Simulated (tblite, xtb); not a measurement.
C$_{3}$H$_{9}$Sb, triplet, at the geometry of the source list (a higher spin typed on purpose: for a closed-shell molecule this is an excited state). Base run: xtb with GFN1-xTB.

The xtb input:
```
$ xtb mol.xyz --gfn 1 --uhf 2 --json

# file mol.xyz
13

Sb    -0.00200000     0.01770000     1.22880000
C      0.18730000    -1.81640000     0.08130000
H      0.84370000    -2.51580000     0.59200000
H      0.59880000    -1.58780000    -0.89860000
H     -0.79230000    -2.27250000    -0.03440000
C      1.46900000     1.08240000     0.04220000
H      2.46560000     0.71800000     0.26500000
H      1.42780000     2.14210000     0.26600000
H      1.25900000     0.93180000    -1.01090000
C     -1.65400000     0.73500000     0.01980000
H     -2.56070000     0.20220000     0.28500000
H     -1.43260000     0.56960000    -1.02890000
H     -1.80950000     1.79370000     0.19270000
```

Programs used: tblite, xtb; a row that names a program was run with it.

The base run was repeated with changes; each row names its change, and settings that it needs were set with it.

```csv
change,ΔE vs base (mEh),dipole (D),G_solv (kcal/mol),SCF cycles
base,0.000,1.35,-,12
acc = 30,0.000,1.35,-,9
alpb = dmso,-5.405,1.36,-3.40,11
etemp = 5000,-37.527,1.44,-,10
acc = 1000,0.000,1.35,-,8
"program = tblite; method = gfn1; option = (--etemp, 2000)",-9.279,-,-,-
alpb = chcl3,-6.350,1.34,-3.99,11
```

ALPB and GBSA are two models with their own fitted parameters for each solvent, which aren't always the measured dielectric constant.
